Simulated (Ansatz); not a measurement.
Consider the ligand exchange at the Si–O bond: `N[SiH2]O[SiH](N)O` + `[AlH2][SH]` → `N[SiH2][S][AlH2]` + `N[SiH](O)O`.

Isolated molecules relaxed with PBE0-D4/def2-TZVP in Ansatz; ΔE leaves out vibrations. CCSD(T)/CBS adds triple-zeta CCSD(T) − MP2 to the extrapolated MP2 energy (def2 sets, frozen cores). This one scheme is used for every species. DFT in def2-TZVPP. Each species was taken in one conformer, which may not be the lowest.

| level | ΔE (kJ/mol) |
| --- | --- |
| r2SCAN-D4 | 54.1 |
| PBE | 41.3 |
| HF/def2-TZVPP | 68.9 |
| MP2/def2-QZVPP | 52.9 |

Problem. What does CCSD(T)/CBS give? (Estimate.)

Solution. Ansatz gave: +55.4 kJ/mol. The listed levels differ from it by -1.3, -14.1, 13.5, -2.5 kJ/mol.

Largest T1 diagnostic among the species: 0.011.

In def2-TZVPP, CCSD(T) changes the Hartree–Fock value by −8.9 kJ/mol (the triples alone add −2.3 kJ/mol) and MP2 by −13.7 kJ/mol. The D4 term adds +3.3 kJ/mol with B3LYP and +2.2 kJ/mol with PBE0; it sums over pairs of atoms, weighted by their polarisabilities, and B3LYP, whose exchange is more repulsive, gets the larger term.

B3LYP here is the variant with VWN-RPA as its local correlation; programs differ in this.
